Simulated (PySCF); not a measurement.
# C2Cl2GeN2: core ionisation energies

Ge(CN)2Cl2, C2Cl2GeN2.
Cartesian coordinates in Å at the PBE0-D3(BJ)/def2-SVP level; atoms count from 1:
```xyz
7
C2Cl2GeN2 angstrom
Ge    -0.365    0.004   -0.313
C     -0.483   -0.069    1.587
N     -0.547   -0.112    2.743
C      1.473   -0.008   -0.809
N      2.589   -0.009   -1.117
Cl    -1.263    1.789   -1.014
Cl    -1.312   -1.697   -1.145
```

The calculation used delta-SCF UKS SCAN, pcX-2 on the ionised atom, pcseg-1 elsewhere, spin-free X2C in PySCF. Each binding energy is the total energy of the core-ionised species, with the hole localised on one atom, minus that of the ground state; both are solved self-consistently, so orbital relaxation is included.

Question: What binding energy does each computed site have?

Answer: 
```tsv
atom(s)	environment	level	binding energy (eV)	2p1/2 (eV)	count
Cl6/Cl7	chlorine bonded to Ge	Cl 2p3/2	207.20	208.85	2
C2/C4	carbon bonded to Ge and N	C 1s	292.97	–	2
N3/N5	nitrogen bonded to C	N 1s	406.44	–	2
Cl6/Cl7	chlorine bonded to Ge	Cl 1s	2829.80	–	2
```

Question: Give the binding energy of Cl 1s of Cl6/Cl7 in hartree and in kJ/mol.

Answer: 2829.80 eV = 103.9932 Eh = 273034 kJ/mol.

Atoms equivalent by their bonding share one computed value, that of the first of them. Spin–orbit and ligand-field terms were added within each 2p shell after the spin-free SCF. 2p1/2 minus 2p3/2 (ligand field included): Cl 1.65 eV. No level of germanium is listed. Geometry: PBE0-D3(BJ)/def2-SVP; no solvent, vibrations or thermal averaging.

Hardware: one thread, Arm Neoverse V2 (aarch64), no GPU, on a shared host. Cost: 18 s, 0.54 GiB resident at most.
